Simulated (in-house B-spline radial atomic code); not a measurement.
## Ionising Ti¹⁷⁺ with different functionals

Computed with an all-electron radial atomic-structure program (B-spline basis): non-relativistic Hamiltonian, point nucleus, spin-polarised at highest spin, spherical fractional occupations for the functionals. The ionisation energy is the difference of two self-consistent energies, [He] 2s2 2p1 → [He] 2s2, without Breit or QED terms; ε is the level of the shell that loses the electron (its least bound occupied spin orbital).

Hybrids are left out here: with spherical fractional occupations of an open shell their exact exchange keeps a self-interaction that integer-occupation calculations don't have.

| method | rung | ΔSCF (eV) | -ε(2p) (eV) |
| --- | --- | --- | --- |
| LDA PW92 | LDA | 1212.60 | 1170.70 |
| OLYP | GGA | ? | ? |
| revTPSS | meta-GGA | 1211.83 | 1170.72 |
| M06-L | meta-GGA | ? | ? |
| TPSS | meta-GGA | 1212.92 | 1171.72 |

Q: What does M06-L give?

A: ΔSCF 1211.16 eV, and -ε(2p) = 1171.05 eV.

Q: What does OLYP give?

A: ΔSCF 1213.08 eV, and -ε(2p) = 1172.33 eV.

Q: How do they compare with the NIST value?

A: NIST lists 1220.3 eV ± 0.5 (semi-empirical, ground level to ground level). Errors run from -9.14 to -7.22 eV. The correlated functionals all miss on the same side by more than they spread, so the cause is common to them (relativity, Breit-QED terms, multiplet and fine-structure energies, or a listed next ion that isn't the cheapest removal here) and closeness doesn't rank the functionals.
